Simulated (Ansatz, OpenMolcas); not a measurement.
**How methods differ on BGeNH6 (SMILES B[NH][GeH3])**

BGeNH6: 9 atoms, total charge 0, spin state singlet. As SMILES, `B[NH][GeH3]`. Geometry: relaxed at PBE0-D4/def2-TZVP.

```tsv
atom	x (Å)	y (Å)	z (Å)
B	-0.8740	0.6295	-1.1629
N	-0.0233	0.6871	-0.0627
Ge	0.6652	-0.7614	0.8666
H	-1.2179	-0.4407	-1.5810
H	-1.2491	1.6470	-1.6748
H	0.2539	1.5984	0.2725
H	2.2016	-0.7148	0.8049
H	0.1149	-2.0152	0.1846
H	0.2173	-0.6760	2.3357
```

Quantity: the electronic atomisation energy, in eV. The values are calculated. Electronic energies at fixed atoms, without zero-point motion or spin-orbit coupling.

```json
{"level": "M06-L/6-31G* (spherical functions)", "kind": "meta-GGA", "program": "OpenMolcas", "value (eV)": "29.13", "less CCSD(T)/6-31G*": "+2.95"}
{"level": "TPSS/6-31G* (spherical functions)", "kind": "meta-GGA", "program": "OpenMolcas", "value (eV)": "29.83", "less CCSD(T)/6-31G*": "+3.65"}
{"level": "r2SCAN0/6-31G* (spherical functions)", "kind": "hybrid meta-GGA", "program": "Ansatz", "value (eV)": "28.96", "less CCSD(T)/6-31G*": "+2.78"}
{"level": "B3LYP/6-31G* (Cartesian functions)", "kind": "global hybrid", "program": "OpenMolcas", "value (eV)": "29.22", "less CCSD(T)/6-31G*": "+3.04"}
{"level": "HSE06/6-31G* (spherical functions)", "kind": "range-separated hybrid", "program": "Ansatz", "value (eV)": "29.10", "less CCSD(T)/6-31G*": "+2.92"}
{"level": "RPA@PBE/6-31G* (spherical functions)", "kind": "RPA", "program": "Ansatz", "value (eV)": "25.93", "less CCSD(T)/6-31G*": "-0.25"}
{"level": "MP2/6-31G* (spherical functions)", "kind": "perturbation theory", "program": "Ansatz", "value (eV)": "26.32", "less CCSD(T)/6-31G*": "+0.14"}
{"level": "CCSD(T)/6-31G* (spherical functions)", "kind": "coupled cluster or CI", "program": "OpenMolcas", "value (eV)": "26.18", "less CCSD(T)/6-31G*": "0.00"}
```

Differences are taken from CCSD(T)/6-31G* (spherical functions) for orientation; it has basis-set and higher-order errors of its own. All-electron rows without a relativistic Hamiltonian named are non-relativistic. Correlated wave functions underbind in double-zeta sets. The values span 25.93 to 29.83 eV. In the correlated wave-function rows the outer d shell of Ge is correlated, in sets not made for it.
